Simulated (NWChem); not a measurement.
Everything below was run with NWChem. System: ITl, charge 0, spin multiplicity 1, at a geometry optimised with PBE/def2-SVP with def2 effective core potentials on I, Tl. The structure started from a generated list of species. Level: RHF/def2-TZVP with def2 effective core potentials on I, Tl.

NWChem printed:

```
             Northwest Computational Chemistry Package (NWChem) 7.3.0
             --------------------------------------------------------

                                NWChem Input Module
                                -------------------

 Scaling coordinates for geometry "geometry" by  1.889725989
 (inverse scale =  0.529177249)

 Turning off AUTOSYM since
 SYMMETRY directive was detected!

                             Geometry "geometry" -> ""
                             -------------------------

 Output coordinates in angstroms (scale by  1.889725989 to convert to a.u.)

  No.       Tag          Charge          X              Y              Z
 ---- ---------------- ---------- -------------- -------------- --------------
    1 Tl                  81.0000     0.00000000     0.00000000    -1.14091400
    2 I                   53.0000     0.00000000     0.00000000     1.74366100

 Effective nuclear repulsion energy (a.u.)     787.5537748042

            Nuclear Dipole moment (a.u.)
            ----------------------------
        X                 Y               Z
 ---------------- ---------------- ----------------
     0.0000000000     0.0000000000    -0.0000018897

      Symmetry information
      --------------------

 Group name             C2v
 Group number             16
 Group order               4
 No. of unique centers     2

      Symmetry unique atoms

     1    2


 Summary of "ao basis" -> "" (spherical)
 ------------------------------------------------------------------------------
       Tag                 Description            Shells   Functions and Types
 ---------------- ------------------------------  ------  ---------------------
 *                         def2-tzvp                  on all atoms

 Summary of "ao basis" -> "ao basis" (spherical)
 ------------------------------------------------------------------------------
       Tag                 Description            Shells   Functions and Types
 ---------------- ------------------------------  ------  ---------------------
 Tl                        def2-tzvp                16       50   6s5p3d2f
 I                         def2-tzvp                16       50   6s5p3d2f

                                 NWChem SCF Module
                                 -----------------

  ao basis        = "ao basis"
  functions       =   100
  atoms           =     2
  closed shells   =    23
  open shells     =     0
  charge          =   0.00
  wavefunction    = RHF
  use symmetry    = T
  symmetry adapt  = T

 Summary of "ao basis" -> "ao basis" (spherical)
 ------------------------------------------------------------------------------
       Tag                 Description            Shells   Functions and Types
 ---------------- ------------------------------  ------  ---------------------
 Tl                        def2-tzvp                16       50   6s5p3d2f
 I                         def2-tzvp                16       50   6s5p3d2f

      Symmetry analysis of basis
      --------------------------

        a1         42
        a2         10
        b1         24
        b2         24

 Forming initial guess at       0.2s

      Superposition of Atomic Density Guess
      -------------------------------------

 Sum of atomic energies:        -542.39873218

      Non-variational initial energy
      ------------------------------

 Total energy =    -468.140432
 1-e energy   =   -1011.311049
 2-e energy   =     446.859009
 HOMO         =      -0.291222
 LUMO         =      -0.001424

      Symmetry analysis of molecular orbitals - initial
      -------------------------------------------------

 !! scf_movecs_sym_adapt:   68 vectors were symmetry contaminated

  Symmetry fudging

 !! scf_movecs_sym_adapt:   54 vectors were symmetry contaminated

  Numbering of irreducible representations:

     1 a1          2 a2          3 b1          4 b2

  Orbital symmetries:

     1 a1          2 a1          3 a1          4 b2          5 b1
     6 a1          7 b2          8 b1          9 a1         10 b2
    11 b1         12 a2         13 a1         14 a1         15 b1
    16 b2         17 a2         18 a1         19 a1         20 a1
    21 b2         22 b1         23 a1         24 b2         25 b1
    26 a1         27 b2         28 b1         29 a1         30 a1
    31 a1         32 a2         33 b2

 Starting SCF solution at       3.3s

 ----------------------------------------------
         Quadratically convergent ROHF

 Convergence threshold     :          1.000E-07
 Maximum no. of iterations :          100
 Final Fock-matrix accuracy:          1.000E-09
 ----------------------------------------------

              iter       energy          gnorm     gmax       time
             ----- ------------------- --------- --------- --------
                 1     -468.2366768654  4.57D-01  1.62D-01      3.3
                 2     -468.2641818278  1.76D-01  3.35D-02      3.4
                 3     -468.2663387803  1.46D-02  3.31D-03      3.6
                 4     -468.2663800930  1.02D-04  4.08D-05      3.8
                 5     -468.2663800955  8.17D-09  2.25D-09      4.1

       Final RHF  results
       ------------------

         Total SCF energy =   -468.266380095532
      One-electron energy =  -1012.539712113150
      Two-electron energy =    447.961724337165
 Nuclear repulsion energy =     96.311607680453

        Time for solution =      0.9s

       Symmetry analysis of molecular orbitals - final
       -----------------------------------------------

  Numbering of irreducible representations:

     1 a1          2 a2          3 b1          4 b2

  Orbital symmetries:

     1 a1          2 a1          3 a1          4 b1          5 b2
     6 b2          7 b1          8 a1          9 a1         10 b2
    11 b1         12 a1         13 a2         14 a1         15 a2
    16 a1         17 b1         18 b2         19 a1         20 a1
    21 b1         22 b2         23 a1         24 b1         25 b2
    26 a1         27 b2         28 b1         29 a1         30 a1
    31 a2         32 a1         33 b1

             Final eigenvalues
             -----------------

              1
    1   -7.6817
    2   -5.6797
    3   -5.5313
    4   -5.5290
    5   -5.5290
    6   -3.5064
    7   -3.5064
    8   -3.5014
    9   -2.2258
   10   -2.2246
   11   -2.2246
   12   -2.2221
   13   -2.2221
   14   -0.8882
   15   -0.8819
   16   -0.8819
   17   -0.8765
   18   -0.8765
   19   -0.8231
   20   -0.4977
   21   -0.3370
   22   -0.3370
   23   -0.3238
   24    0.0088
   25    0.0088
   26    0.0565
   27    0.1367
   28    0.1367
   29    0.1627
   30    0.2359
   31    0.2392
   32    0.2392
   33    0.2663

                       ROHF Final Molecular Orbital Analysis
                       -------------------------------------

 Vector   21  Occ=2.000000D+00  E=-3.369836D-01  Symmetry=b1
              MO Center=  5.9D-15, -7.5D-30,  1.6D+00, r^2= 2.3D+00
   Bfn.  Coefficient  Atom+Function         Bfn.  Coefficient  Atom+Function
  ----- ------------  ---------------      ----- ------------  ---------------
    66      0.536261  2 I  px                60     -0.433030  2 I  px
    63      0.332081  2 I  px                69      0.294284  2 I  px

 Vector   22  Occ=2.000000D+00  E=-3.369836D-01  Symmetry=b2
              MO Center=  6.0D-30, -3.4D-15,  1.6D+00, r^2= 2.3D+00
   Bfn.  Coefficient  Atom+Function         Bfn.  Coefficient  Atom+Function
  ----- ------------  ---------------      ----- ------------  ---------------
    67      0.536261  2 I  py                61     -0.433030  2 I  py
    64      0.332081  2 I  py                70      0.294284  2 I  py

 Vector   23  Occ=2.000000D+00  E=-3.238357D-01  Symmetry=a1
              MO Center=  3.3D-17, -7.3D-17,  5.5D-01, r^2= 5.0D+00
   Bfn.  Coefficient  Atom+Function         Bfn.  Coefficient  Atom+Function
  ----- ------------  ---------------      ----- ------------  ---------------
    68      0.467802  2 I  pz                62     -0.371599  2 I  pz
     6      0.340419  1 Tl s                  5      0.313132  1 Tl s
    65      0.279860  2 I  pz                 3     -0.247924  1 Tl s
    71      0.245672  2 I  pz                18     -0.190571  1 Tl pz
    12      0.183935  1 Tl pz                 2      0.156557  1 Tl s

 Vector   24  Occ=0.000000D+00  E= 8.799100D-03  Symmetry=b1
              MO Center= -1.2D-14, -4.3D-30, -1.2D+00, r^2= 7.3D+00
   Bfn.  Coefficient  Atom+Function         Bfn.  Coefficient  Atom+Function
  ----- ------------  ---------------      ----- ------------  ---------------
    19      0.709724  1 Tl px                16      0.306118  1 Tl px
    10     -0.264519  1 Tl px                69     -0.240764  2 I  px
    13      0.202976  1 Tl px

 Vector   25  Occ=0.000000D+00  E= 8.799100D-03  Symmetry=b2
              MO Center=  8.1D-31,  5.1D-15, -1.2D+00, r^2= 7.3D+00
   Bfn.  Coefficient  Atom+Function         Bfn.  Coefficient  Atom+Function
  ----- ------------  ---------------      ----- ------------  ---------------
    20      0.709724  1 Tl py                17      0.306118  1 Tl py
    11     -0.264519  1 Tl py                70     -0.240764  2 I  py
    14      0.202976  1 Tl py

 Vector   26  Occ=0.000000D+00  E= 5.652349D-02  Symmetry=a1
              MO Center=  1.5D-14, -1.7D-14, -1.6D+00, r^2= 1.1D+01
   Bfn.  Coefficient  Atom+Function         Bfn.  Coefficient  Atom+Function
  ----- ------------  ---------------      ----- ------------  ---------------
    21      1.142125  1 Tl pz                56     -0.527770  2 I  s
     5      0.275409  1 Tl s                 71      0.231014  2 I  pz
    15      0.181160  1 Tl pz                12     -0.163069  1 Tl pz

 center of mass
 --------------
 x =   0.00000000 y =   0.00000000 z =  -0.07167152

 moments of inertia (a.u.)
 ------------------
        2328.894210325554           0.000000000000           0.000000000000
           0.000000000000        2328.894210325554           0.000000000000
           0.000000000000           0.000000000000           0.000000000000

  Mulliken analysis of the total density
  --------------------------------------

    Atom       Charge   Shell Charges
 -----------   ------   -------------------------------------------------------
    1 Tl  21    20.46   0.06 -0.56  1.74  0.78  1.11  0.80 -0.55  6.49  0.20  0.30  0.04  9.08  0.89  0.07  0.01  0.00
    2 I   25    25.54   0.18 -0.77  1.58  1.01  1.06  0.90 -0.49  6.45  1.33  2.93  1.34  9.23  0.76  0.04  0.00  0.00

       Multipole analysis of the density wrt the origin
       ------------------------------------------------

     L   x y z        total         open         nuclear
     -   - - -        -----         ----         -------
     0   0 0 0     -0.000000      0.000000     46.000000

     1   1 0 0     -0.000000      0.000000      0.000000
     1   0 1 0      0.000000      0.000000      0.000000
     1   0 0 1     -2.085599      0.000000     37.099726

     2   2 0 0    -38.958717      0.000000      0.000000
     2   1 1 0      0.000000      0.000000      0.000000
     2   1 0 1     -0.000000      0.000000      0.000000
     2   0 2 0    -38.958717      0.000000      0.000000
     2   0 1 1      0.000000      0.000000      0.000000
     2   0 0 2    -43.059139      0.000000    369.048863

 Task  times  cpu:        4.2s     wall:        4.2s

 Total times  cpu:        4.2s     wall:        4.2s
```

Write an NWChem input that would produce this output.

Several could match; the one computed here: 
```
start mol
memory heap 200 mb stack 900 mb global 1100 mb
geometry units angstroms nocenter noautoz
  Tl     0.000000     0.000000    -1.140914
  I      0.000000     0.000000     1.743661
  symmetry group C2v
end
basis spherical
  * library def2-tzvp
end
ecp
  I library def2-ecp
  Tl library def2-ecp
end
scf
  rhf
  nopen 0
  maxiter 100
  thresh 1e-7
  semidirect memsize 60000000 filesize 0
end
task scf energy
```
